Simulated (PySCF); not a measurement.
Isomers of C4H8OSi, mass 100.034 u with the commonest isotopes. Computed with PBE0-D3(BJ)/def2-SVP geometry optimisation, gas phase in PySCF 2.14.0. One conformer each, none proved a minimum here; rigid rotors.

**Question.** Order these by dipole moment, smallest first.
A. `[SiH3:1][O:2][CH:3]=[C:4]1[CH2:5][CH2:6]1` with Si1–O2–C3–C4 -173°
B. `[CH2:1]=[C:2]1[CH2:3][C@@H:4]1[O:5][SiH3:6]` with C3–C4–O5–Si6 81°
C. `[CH2:1]=[CH:2][C:3](=[CH2:4])[O:5][SiH3:6]` with C1–C2–C3–C4 180°, C2–C3–O5–Si6 179°

**Answer.** C (0.48 D), A (0.76 D), B (1.03 D).

**Question.** Order these by rotational constant C, largest first.
A. `[SiH3:1][O:2][CH:3]=[C:4]1[CH2:5][CH2:6]1` with Si1–O2–C3–C4 -173°
B. `[CH2:1]=[CH:2][C:3](=[CH2:4])[O:5][SiH3:6]` with C1–C2–C3–C4 180°, C2–C3–O5–Si6 179°
C. `[CH2:1]=[C:2]1[CH2:3][C@@H:4]1[O:5][SiH3:6]` with C3–C4–O5–Si6 81°

**Answer.** B (1394 MHz), C (1324 MHz), A (1077 MHz).

**Question.** Order these by rotational constant A, smallest first.
A. `[SiH3:1][O:2][CH:3]=[C:4]1[CH2:5][CH2:6]1` with Si1–O2–C3–C4 -173°
B. `[CH2:1]=[C:2]1[CH2:3][C@@H:4]1[O:5][SiH3:6]` with C3–C4–O5–Si6 81°
C. `[CH2:1]=[CH:2][C:3](=[CH2:4])[O:5][SiH3:6]` with C1–C2–C3–C4 180°, C2–C3–O5–Si6 179°

**Answer.** C (5426 MHz), B (8687 MHz), A (13305 MHz).

```json
{"SMILES": "[SiH3]OC=C1CC1", "point group": "near Cs", "Ia (u·Å²)": "37.98", "Ib (u·Å²)": "444.41", "Ic (u·Å²)": "469.19", "κ": "-0.99", "μa (D)": "0.24", "μb (D)": "0.71", "μc (D)": "0.10"}
{"SMILES": "C=CC(=C)O[SiH3]", "point group": "Cs", "Ia (u·Å²)": "93.14", "Ib (u·Å²)": "275.44", "Ic (u·Å²)": "362.60", "κ": "-0.78", "μa (D)": "0.40", "μb (D)": "0.27", "μc (D)": "0.02"}
{"SMILES": "C=C1C[C@@H]1O[SiH3]", "point group": "C1", "Ia (u·Å²)": "58.17", "Ib (u·Å²)": "348.32", "Ic (u·Å²)": "381.61", "κ": "-0.97", "μa (D)": "0.04", "μb (D)": "0.95", "μc (D)": "0.40"}
```
